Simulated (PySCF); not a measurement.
Two-component Hartree-Fock for Pt³⁺ (platinum, charge +3)

Start: [Xe] 4f14 5d6 6s1; 5d3/2 filled at m_j = +3/2; 5d5/2 filled at m_j = -3/2, -1/2, +1/2, +3/2, +5/2; 6s1/2 filled at m_j = +1/2. Calculated with PySCF 2.14 in x2c-TZVPall-2c with one added diffuse shell each of s, p, d type (12s12p11d2f, 117 functions): generalised Hartree-Fock with the X2C-1e Hamiltonian and a Gaussian nucleus; spin-orbit coupling (SO) screened by Boettger's factors. This is a chosen level, not necessarily the ground level.

| spinor shell | electrons | ε, screened SO (eV) | weight of nominal j (screened SO) | rms radius, screened SO (bohr) |
| --- | --- | --- | --- | --- |
| 1s1/2 | 2 | -78843.0 | 1.000 | 0.0194 |
| 2s1/2 | 2 | -14030.3 | 1.000 | 0.0782 |
| 2p1/2 | 2 | -13425.9 | 1.000 | 0.0663 |
| 2p3/2 | 4 | -11691.3 | 1.000 | 0.0741 |
| 3s1/2 | 2 | -3393.0 | 1.000 | 0.200 |
| 3p1/2 | 2 | -3122.5 | 1.000 | 0.191 |
| 3p3/2 | 4 | -2735.3 | 1.000 | 0.207 |
| 3d3/2 | 4 | -2290.2 | 1.000 | 0.182 |
| 3d5/2 | 6 | -2207.0 | 1.000 | 0.186 |
| 4s1/2 | 2 | -796.29 | 1.000 | 0.441 |
| 4p1/2 | 2 | -680.43 | 1.000 | 0.447 |
| 4p3/2 | 4 | -586.89 | 1.000 | 0.480 |
| 4d3/2 | 4 | -396.89 | 0.999 | 0.496 |
| 4d5/2 | 6 | -378.62 | 0.999 | 0.508 |
| 5s1/2 | 2 | -159.38 | 1.000 | 1.02 |
| 4f5/2 | 6 | -133.32 | 0.987 | 0.563 |
| 4f7/2 | 8 | -129.64 | 0.990 | 0.563 |
| 5p1/2 | 2 | -121.11 | 0.960 | 1.11 |
| 5p3/2 | 4 | -102.15 | 0.980 | 1.19 |
| 5d5/2 | 5 | -50.732 | 0.463 | 1.54 |
| 5d3/2 | 1 | -46.518 | 0.618 | 1.55 |
| 6s1/2 | 1 | -37.373 | 0.998 | 2.59 |

```
   quantity   screened SO
E (hartree)  -18424.48596
        M_J           9/2
       ⟨J²⟩        24.771
       ⟨L²⟩         6.844
       ⟨S²⟩         8.363
```

Each row is a mean over spinors that exchange with the open shell spreads, by up to 9.472 eV (5p3/2).

Rows whose weight is well below 1 are mixtures of j = l ± 1/2: exchange outweighs spin-orbit coupling there, and the label is only the starting occupation.

Breit and QED terms are absent; they matter most for the inner s and p1/2 levels.

Densities and radii are taken from the X2C orbitals without a picture-change correction, which distorts them close to the nucleus.
